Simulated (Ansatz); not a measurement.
Ansatz (a program for electronic structure) input:
A basis named .json is the Basis Set Exchange file of that set.

Ansatz 0.2 input:
```yaml
crystal:
  periodic: [false, false, false]
  atoms:
    - {symbol: W, position_ang: [-0.06392434, -0.10995229, -0.08652031]}
    - {symbol: O, position_ang: [1.63317091, 0.01788959, -0.38614974]}
    - {symbol: O, position_ang: [-0.27318225, -0.43492179, 1.59777763]}
    - {symbol: O, position_ang: [-0.76868855, 1.43409090, -0.41131505]}
basis:
  gaussian:
    orbitals: def2-QZVPP.json
    fitting: {mean_field: def2-universal-jkfit, correlation: def2-QZVPP-RIFIT.json}
magnetization: {spin_polarized: false}
correlation: {method: mp2, electrons: outside_noble_gas}
```

Task: What final total energy does it print?

Result: -292.18114 Eh (RI-MP2/def2-QZVPP). The basis has 252 functions.
